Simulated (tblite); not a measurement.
**Question.** Give a GFN2-xTB geometry of InChI=1S/C3H10FSi3/c4-3-6-1-5-2-7-3/h3,5H,1-2,6-7H2. (Doublet state.)

**Answer.** 
```xyz
17
C3H10FSi3 angstrom
F     -0.4884   -2.7913   -0.4752
C     -0.1043   -1.5718    0.1066
Si     1.2640   -0.8005   -0.9906
C      1.7229    0.8671   -0.1974
Si     0.2338    2.0234    0.0742
C     -1.1159    1.1474    1.0938
Si    -1.6822   -0.5134    0.3572
H      0.3135   -1.8548    1.0795
H      0.7179   -0.6004   -2.3367
H      2.4110   -1.7146   -1.0442
H      2.2225    0.6811    0.7538
H      2.4560    1.3668   -0.8280
H     -0.3016    2.5223   -1.2006
H     -0.7602    0.9819    2.1110
H     -1.9802    1.8033    1.1815
H     -2.3172   -0.3059   -0.9483
H     -2.5987   -1.2285    1.2533
```

Any rigid rotation of these coordinates is as good. Atoms count from 1 in this order. Si5 (silicon bonded to 2 C and H) is pyramidal (angles 111.5°, 111.2° and 110.6°, sum 333.3°, 0.53 Å off the plane of its three neighbours). The 6-membered ring C2–Si3–C4–Si5–C6–Si7 has internal angles of 106.6° to 116.1°; it is puckered, 0.29 Å rms from its mean plane, widest ring torsion 57°. Si3 (silicon bonded to 2 C and 2 H) is tetrahedral (angles from 106.6° to 111.9°).

Bonds between heavy atoms (Å): F1–C2 1.405, C2–Si3 1.916, Si3–C4 1.903, C4–Si5 1.905, Si5–C6 1.905, C6–Si7 1.903, C2–Si7 1.916.

Structure optimised with GFN2-xTB, isolated species. This method treats the open shell by occupation alone, without spin polarisation.

Point group: Cs (every atom within 0.08 Å of its image). Its GFN2-xTB frequencies are all real (lowest 66 cm⁻¹). Torsions: F1–C2–Si3–C4 179°, C2–Si3–C4–Si5 -54°, Si3–C4–Si5–C6 55°, C4–Si5–C6–Si7 -55°.

One conformer stands for the species.

The numbers are calculated, not measured.
